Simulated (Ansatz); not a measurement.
Geometry optimisation, RKS PBE-D4/6-31G* in Ansatz.

input.yaml

```yaml
crystal:
  periodic: [false, false, false]
  atoms:
    - { symbol: B, position_ang: [0.012906, -0.487049, -0.239783] }
    - { symbol: H, position_ang: [0.015105, -0.802021, 0.916226] }
    - { symbol: O, position_ang: [1.143839, -0.527625, -1.014704] }
    - { symbol: H, position_ang: [1.902949, -0.836969, -0.487979] }
    - { symbol: O, position_ang: [-1.131475, -0.04981, -0.868611] }
    - { symbol: H, position_ang: [-1.896662, -0.097429, -0.267301] }
    - { symbol: Si, position_ang: [0.052811, 2.351362, 1.143368] }
    - { symbol: H, position_ang: [0.69176, 3.25911, 2.152524] }
    - { symbol: H, position_ang: [0.734518, 2.519897, -0.176256] }
    - { symbol: H, position_ang: [-1.396501, 2.713491, 1.015622] }
    - { symbol: H, position_ang: [0.170951, 0.946743, 1.580294] }
basis:
  gaussian: { orbitals: "6-31G*" }
hamiltonian:
  xc: pbe
  dispersion: d4
relax:
  f_tol: 0.03
  max_steps: 50
```

Run as:

```bash
$ ansatz run input.yaml --threads 1 --pin off --max-ram 2048MiB --backend cpu --events-out ev --progress --plain --runs-dir out
```

Where does it end, and by what steps?

It converged. The force dipped under the threshold on the way, but the program's further checks kept it going. After 23 steps the energy has fallen by 0.242 eV; H2 moved furthest, 1.55 Å.

| step | energy less start (eV) | largest force component (eV/Å) | accepted |
| --- | --- | --- | --- |
| 0 | 0.0000 | 0.655 | yes |
| 1 | -0.1267 | 0.406 | yes |
| 2 | -0.1726 | 0.258 | yes |
| 3 | -0.2046 | 0.198 | yes |
| 4 | -0.2147 | 0.371 | yes |
| 5 | -0.2239 | 0.254 | yes |
| 6 | -0.2313 | 0.069 | yes |
| 7 | -0.2342 | 0.028 | yes |
| 8 | -0.2264 | 0.524 | no |
| 9 | -0.2359 | 0.115 | yes |
| 10 | -0.2366 | 0.171 | yes |
| 11 | -0.2376 | 0.118 | yes |
| 12 | -0.2387 | 0.066 | yes |
| 13 | -0.2388 | 0.066 | yes |
| 14 | -0.2398 | 0.072 | yes |
| 15 | -0.2402 | 0.075 | yes |
| 16 | -0.2406 | 0.063 | yes |
| 17 | -0.2409 | 0.086 | yes |
| 18 | -0.2411 | 0.063 | yes |
| 19 | -0.2415 | 0.039 | yes |
| 20 | -0.2417 | 0.037 | yes |
| 21 | -0.2418 | 0.067 | yes |
| 22 | -0.2420 | 0.054 | yes |
| 23 | -0.2421 | 0.019 | yes |

```xyz
11
Properties=species:S:1:pos:R:3
B 0.034 -0.896 -0.418
H -0.375 -1.969 -0.025
O 1.312 -0.723 -0.876
H 1.806 -1.562 -0.834
O -0.770 0.220 -0.428
H -1.654 0.014 -0.074
Si -0.009 2.768 1.267
H 0.297 3.983 2.098
H 0.668 2.904 -0.058
H -1.497 2.689 1.099
H 0.488 1.562 2.002
```

Time of the run: 60 s on 1 thread of Arm Neoverse V2 (shared host), peak memory 0.12 GiB.
